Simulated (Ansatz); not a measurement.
**Ligand exchange: LiCl + KSH → LiSH + KCl**

Gas-phase species: LiCl, singlet; KSH `[SH][K]`, singlet; LiSH `[Li][SH]`, singlet; KCl, singlet. The partners trade Cl for SH: Li–Cl and K–SH bonds give way to Li–SH and K–Cl.

Shapes, held fixed at every level: PBE0-D4/def2-TZVP. Programs: Ansatz 0.2.0. The zero-point and thermal change to 298 K, harmonic and unscaled (PBE0-D4/def2-TZVP), is +0.2 kJ/mol.

**Question.** Estimate ΔH(298 K) of this reaction.

**Answer.** The highest level, CCSD(T)/def2-TZVPP, gives ΔH(298 K) = -1.4 kJ/mol; the levels span -3.7 to +1.3. That is about zero within the method's error. They disagree on the sign: 1 of 8 are positive. The column of differences is taken from that level and isn't an error. No measured value is set beside it here. Outer-core shells of K, Li are correlated, in sets that cover them unevenly. Sets without diffuse functions underbind ionic bonds of s-block metals.

| level | kind | ΔH(298 K) (kJ/mol) | less CCSD(T)/def2-TZVPP |
| --- | --- | --- | --- |
| r2SCAN-D4/def2-TZVPP | meta-GGA | -3.4 | -2.0 |
| B3LYP-D4/def2-TZVPP | global hybrid | -0.6 | +0.8 |
| BHLYP-D4/def2-TZVPP | global hybrid | -2.2 | -0.8 |
| wB97X-V/def2-TZVPP | range-separated hybrid | -3.7 | -2.3 |
| B2PLYP/def2-TZVPP | double hybrid | -1.4 | 0.0 |
| MP2/def2-SVP | perturbation theory | +1.3 | +2.7 |
| MP2/def2-TZVPP | perturbation theory | -1.4 | 0.0 |
| CCSD(T)/def2-TZVPP | coupled cluster or CI | -1.4 | 0.0 |
